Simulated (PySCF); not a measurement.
# Polarisability and C₆ of Os²⁺ (osmium, charge +2)

[Xe] 4f14 5d6, high-spin 5D determinant. Calculation: PySCF 2.14, in x2c-TZVPPall with one added diffuse shell each of s, p, d, f type (12s8p8d4f1g, 113 functions); the spin-free X2C one-electron Hamiltonian (Gaussian nucleus). Coupled (time-dependent) response in atomic units; α is the mean over directions.

```json
{"method": "PBE", "mean α (bohr³)": "11.77", "α xx, yy, zz": "11.99, 11.99, 11.34", "C₆ (like pair)": "75.25", "S(−4)": "44.15"}
```

S(−4) is the Cauchy moment in α(ω) = α(0) + S(−4) ω² + …

Spin-orbit coupling is absent.

α(iu) at PBE:

```json
{"u (hartree)": "0", "α(iu) (bohr³)": "11.77"}
{"u (hartree)": "0.0500", "α(iu) (bohr³)": "11.67"}
{"u (hartree)": "0.100", "α(iu) (bohr³)": "11.36"}
{"u (hartree)": "0.200", "α(iu) (bohr³)": "10.37"}
{"u (hartree)": "0.300", "α(iu) (bohr³)": "9.226"}
{"u (hartree)": "0.500", "α(iu) (bohr³)": "7.253"}
{"u (hartree)": "0.750", "α(iu) (bohr³)": "5.537"}
{"u (hartree)": "1.00", "α(iu) (bohr³)": "4.371"}
{"u (hartree)": "1.50", "α(iu) (bohr³)": "2.923"}
{"u (hartree)": "2.00", "α(iu) (bohr³)": "2.086"}
{"u (hartree)": "3.00", "α(iu) (bohr³)": "1.207"}
{"u (hartree)": "5.00", "α(iu) (bohr³)": "0.5456"}
```

For an ion, C₆ is the dispersion term alone; charge-induced terms of lower order in 1/R come first.

The components differ because the open shell of this determinant is not spherical; for a pure term their mean is the scalar polarisability.

Spin-orbit coupling, absent here, splits the open shell strongly.
